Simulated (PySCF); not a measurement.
Compound: Sn(NMe2)Me3, C5H15NSn.
Geometry (PBE0-D3(BJ)/def2-SVP, Å), atoms numbered from 1 in this order:
```xyz
22
C5H15NSn angstrom
Sn    -0.0722   -0.0046   -0.7658
N     -0.2985    0.0139    1.2792
C      0.0506    1.2041    2.0027
C     -0.0386   -1.1913    2.0159
H     -0.5075    1.2628    2.9591
H     -0.2112    2.1072    1.4273
H      1.1308    1.2802    2.2656
H     -0.3658   -2.0786    1.4494
H      1.0331   -1.3436    2.2813
H     -0.6005   -1.1985    2.9717
C      2.0138   -0.0801   -1.3219
H      2.4735   -1.0030   -0.9399
H      2.5489    0.7822   -0.8986
H      2.1208   -0.0595   -2.4165
C     -0.9891    1.8183   -1.4429
H     -1.2313    1.7496   -2.5134
H     -0.3142    2.6731   -1.2929
H     -1.9169    1.9924   -0.8797
C     -1.1088   -1.7616   -1.4428
H     -1.2753   -1.7041   -2.5284
H     -2.0821   -1.8368   -0.9377
H     -0.5234   -2.6671   -1.2284
```

Level of theory: PBE0-D3(BJ)/def2-SVP geometry optimisation, gas phase, def2 core potentials past Kr (PySCF).

Which atoms are bound to Sn1, and at what distances?

4 atoms: N2 2.058 Å, C19 2.149 Å, C15 2.150 Å, C11 2.160 Å. The nearest atom not counted as bound is H18, at 2.72 Å (others tie with it).

List the angles at Sn1.

```tsv
angle	degrees	distance of the outer atoms (Å)
C15–Sn1–C19	112.8	3.58
N2–Sn1–C11	111.2	3.48
C11–Sn1–C15	111.1	3.55
C11–Sn1–C19	110.9	3.55
N2–Sn1–C19	105.5	3.35
N2–Sn1–C15	105.0	3.34
```

What is the shape at Sn1?

Distorted tetrahedral: angles from 105.0° to 112.8°; τ4 = (360° − α − β)/141° = 0.96 with α and β the two widest (0 for a square, 1 for a tetrahedron).

What are the other bond lengths?

N2–C3, N2–C4 1.436 Å; C3–H5 and 3 like bonds 1.106 Å; C3–H7, C4–H9 1.114 Å; C11–H12 and 8 like bonds 1.100 Å.

Give some angles away from the centre.

Sn1–N2–C3 118.8°, C3–N2–C4 113.1°.

What are the rotational constants (commonest isotopes, rigid rotor)?

A = 1912, B = 1267, C = 1131 MHz: an asymmetric top.

Point group: near Cs, missed by 0.09 Å at most; the miss may be what the optimiser left on a soft mode. Charge 0, singlet. PBE0-D3(BJ)/def2-SVP frequencies: not computed here.

On one thread, Intel Xeon at 2.50 GHz (x86_64), on a shared host, this took 9.7 min of wall time and 0.84 GiB of memory at its peak. That covers the optimisation of the geometry.
